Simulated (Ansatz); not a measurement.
Consider the isomerisation: `OCOC[SiH3]` → `CO[SiH](C)O`.

Isolated molecules relaxed with PBE0-D4/def2-TZVP in Ansatz; ΔE leaves out vibrations. CBS: MP2 limit from def2 TZ/QZ plus the TZ coupled-cluster correction, frozen cores. Each species was taken in one conformer, which may not be the lowest.

`OCOC[SiH3]`:

Z-matrix (Å, degrees):
```
C
O 1 1.394
O 1 1.397 2 113.1
H 1 1.096 2 111.6 3 118.5
H 1 1.095 2 105.2 3 -122.4
C 2 1.426 1 113.6 3 -68.2
H 3 0.962 1 108.0 2 -63.2
Si 6 1.896 2 112.2 1 -87.1
H 6 1.096 2 110.6 1 38.3
H 6 1.094 2 106.7 1 153.9
H 8 1.486 6 109.8 2 -61.6
H 8 1.488 6 109.2 2 178.6
H 8 1.487 6 111.1 2 58.6
```

`CO[SiH](C)O`:

Cartesian coordinates in Å:
```
C 1.543 0.204 -1.485
O 0.285 -0.196 -1.000
Si -0.164 -0.062 0.571
C -1.866 -0.762 0.697
O -0.214 1.505 1.078
H 1.663 -0.182 -2.500
H 1.627 1.296 -1.519
H 2.360 -0.192 -0.869
H 0.851 -0.774 1.403
H -2.563 -0.163 0.106
H -1.893 -1.787 0.322
H -2.209 -0.761 1.734
H 0.580 1.875 1.463
```

```csv
species,SCS-MP2/def2-TZVPP energy (Eh)
`OCOC[SiH3]`,-520.08480
`CO[SiH](C)O`,-520.22238
```

Work out ΔE.

ΔE = (-520.22238) − (-520.08480) = -0.13758 Eh = -86.3 kcal/mol. CCSD(T)/CBS gives -86.0 kcal/mol.

Largest T1 diagnostic among the species: 0.012.

From PBE to PBE0 (25 % exact exchange), in def2-TZVPP and without D4, ΔE moves by −2.9 kcal/mol.
